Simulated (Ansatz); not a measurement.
Calculated with Ansatz (gas phase, PBE0-D4/def2-TZVP geometries, no zero-point term in ΔE). CCSD(T)/CBS is the MP2 limit (def2-TZVPP, def2-QZVPP) plus CCSD(T) − MP2 in def2-TZVPP, frozen cores. DFT in def2-TZVPP. B3LYP here is the variant with VWN-RPA as its local correlation; programs differ in this. Elements past krypton have def2 core potentials. For Ge, Se, Sn outer-core shells are correlated without core-valence functions, which leaves a few kJ/mol of doubt a bond. Scalar relativity is left out up to krypton. One conformer a species, not always the lowest.

Reaction (redistribution): `[CH3][GeH]([OH])[F]` + `[NH2][Sn]([F])([F])[SeH]` → `[CH3][GeH]([OH])[SeH]` + `[NH2][Sn]([F])([F])[F]`

```tsv
level	ΔE (kJ/mol)	difference from CCSD(T)/CBS
PBE-D4	47.5	-2.6
r2SCAN-D4	50.0	-0.1
PBE0-D4	50.1	0.0
B3LYP-D4	52.8	2.7
ωB97X-V	50.6	0.5
ωB97M-V	51.8	1.7
PBE	48.1	-2.0
r2SCAN	50.2	0.1
PBE0	50.7	0.6
HF/def2-TZVPP	56.9	6.8
MP2/def2-TZVPP	50.7	0.6
CCSD/def2-TZVPP	50.9	0.8
MP2/def2-QZVPP	50.8	0.7
SCS-MP2/def2-QZVPP	50.8	0.7
HF/CBS(def2)	55.6	5.5
CCSD/CBS(def2)	51.7	1.6
CCSD(T)/CBS	50.1	0
```

Largest T1 diagnostic among the species: 0.014.

In def2-TZVPP, CCSD(T) changes the Hartree–Fock value by −7.5 kJ/mol (the triples alone add −1.5 kJ/mol) and MP2 by −6.1 kJ/mol.
